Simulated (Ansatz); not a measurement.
Mulliken charges of `NC1O[SiH2]1` from PBE/def2-TZVPP in Ansatz (PBE0-D4/def2-TZVP geometry).

```json
{"atom": "N1", "x (Å)": "-0.537", "y (Å)": "1.438", "z (Å)": "-0.082", "charge (e)": "-0.291"}
{"atom": "C2", "x (Å)": "-0.463", "y (Å)": "0.077", "z (Å)": "-0.397", "charge (e)": "0.016"}
{"atom": "O3", "x (Å)": "-0.591", "y (Å)": "-0.917", "z (Å)": "0.741", "charge (e)": "-0.332"}
{"atom": "Si4", "x (Å)": "0.893", "y (Å)": "-1.050", "z (Å)": "0.022", "charge (e)": "0.344"}
{"atom": "H5", "x (Å)": "-1.460", "y (Å)": "1.717", "z (Å)": "0.227", "charge (e)": "0.151"}
{"atom": "H6", "x (Å)": "0.149", "y (Å)": "1.740", "z (Å)": "0.595", "charge (e)": "0.149"}
{"atom": "H7", "x (Å)": "-1.165", "y (Å)": "-0.199", "z (Å)": "-1.180", "charge (e)": "0.099"}
{"atom": "H8", "x (Å)": "1.199", "y (Å)": "-2.286", "z (Å)": "-0.735", "charge (e)": "-0.065"}
{"atom": "H9", "x (Å)": "2.063", "y (Å)": "-0.569", "z (Å)": "0.794", "charge (e)": "-0.070"}
```

Question: By hand: the dipole of these point charges (1 e Å = 4.8032 D).

Answer: Σ q r = (0.116, 0.213, -0.223) e Å, of length 0.329 e Å = 1.58 D.

Question: How does the dipole of the full density compare? (An estimate is asked.)

Answer: The calculation gave: (0.147, 0.117, -0.022) e Å, 0.91 D; the point charges give 1.74 times that, at 41° from its direction.

Point charges leave out the atoms' own dipoles, such as those of lone pairs, and Mulliken's split depends on the basis, so the two needn't agree.
